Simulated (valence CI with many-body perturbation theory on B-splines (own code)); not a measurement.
## Tl⁴²⁺: magnetic and hyperfine properties of the levels

Calculated by relativistic CI+MBPT: three valence electrons over a frozen Dirac-Fock core [Kr], radial functions for each j: 7 s, 7 p, 8 d, 6 f, 4 g, 1 h, with the one-electron correlation potential Σ1 (screened to all orders), the two-electron term Σ2, the three-electron term Σ3, Breit, model QED; selected single and double excitations, second order for the rest, scaled by the run's own slope (own B-spline code, finite nucleus).

No measured spectrum was set against this ion. As an estimate, large intervals hold to a few tenths of a per cent, small ones and those within an open d or f shell to about a per cent. The list stops below the first excitations out of the core.

A/g_I is the dipole constant over the nuclear g factor μ/I (μ in nuclear magnetons, uniformly magnetised nucleus), B/Q the quadrupole constant per barn. Both hold the static response of the core; the bare values leave it out. Large factors of s and p1/2 electrons are usually good to 5 to 10 %; those of open d and f shells near neutrality can be off by tens of per cent, and small factors of p3/2, d and f electrons come from cancelling terms and can be off by a factor of two or in sign, in half-filled shells by more. B is blank for J = 1/2, where it vanishes, and for nearly pure S terms. Energies count from the lowest level.

Levels are named by their leading jj configuration (3d3/2^4 stands for four electrons in 3d with j = 3/2), which in mixed levels can hold well under half, so a name can repeat and another be missing. Letters in brackets count levels of one name in rising energy.

| Level | E (cm⁻¹) | g | A/g_I (MHz) | A/g_I bare | B/Q (MHz/b) | B/Q bare |
| --- | --- | --- | --- | --- | --- | --- |
| (4d3/2^3) J=3/2 | 0 | 0.720 | 40200 | 38900 | -25700 | -24900 |
| (4d3/2^2 4d5/2) J=5/2 [a] | 211390 | 1.056 | 22400 | 22200 | -13600 | -13300 |
| (4d3/2^2 4d5/2) J=3/2 | 232240 | 1.180 | 17600 | 17900 | -4970 | -4790 |
| (4d3/2^2 4d5/2) J=7/2 | 248550 | 1.043 | 24500 | 24200 | 10400 | 10000 |
| (4d3/2^2 4d5/2) J=9/2 | 249860 | 1.039 | 25300 | 25100 | 29200 | 28200 |
| (4d3/2^2 4d5/2) J=1/2 | 251450 | 1.824 | -19500 | -17100 |  |  |
| (4d3/2^2 4d5/2) J=5/2 [b] | 330830 | 1.249 | 14300 | 14700 | 43700 | 42200 |
| (4d3/2 4d5/2^2) J=7/2 [a] | 455260 | 1.122 | 17900 | 17900 | -3220 | -3150 |
| (4d3/2 4d5/2^2) J=9/2 | 472840 | 1.136 | 18800 | 18900 | 7800 | 7430 |
| (4d3/2 4d5/2^2) J=3/2 [a] | 487870 | 1.116 | 21300 | 21300 | -25500 | -24700 |
| (4d3/2 4d5/2^2) J=1/2 | 498530 | 1.503 | -8750 | -7380 |  |  |
| (4d3/2 4d5/2^2) J=5/2 [a] | 502700 | 1.294 | 5740 | 6400 | 31500 | 30400 |
| (4d3/2 4d5/2^2) J=11/2 | 507340 | 1.086 | 21500 | 21400 | 54300 | 52400 |
| (4d3/2 4d5/2^2) J=5/2 [b] | 533880 | 1.093 | 22900 | 22800 | -11300 | -11000 |
| (4d3/2 4d5/2^2) J=7/2 [b] | 536950 | 1.089 | 22100 | 22100 | 10900 | 10600 |
| (4d3/2 4d5/2^2) J=3/2 [b] | 605240 | 0.888 | 35900 | 35100 | 34500 | 33300 |
| (4d5/2^3) J=9/2 | 715510 | 1.164 | 15200 | 15400 | 3950 | 3820 |
| (4d5/2^3) J=3/2 | 761760 | 1.135 | 16200 | 16300 | 2460 | 2360 |
| (4d5/2^3) J=5/2 | 798540 | 1.168 | 15200 | 15400 | 3710 | 3590 |

Take the isotope of mass number 203, with I = 1/2, μ = 1.616 μN. What is the hyperfine structure of (4d3/2^2 4d5/2) J=9/2?

From the table A = 81800 MHz. Shifts from the centre of gravity in MHz: F = 4: -225000, F = 5: 184000.
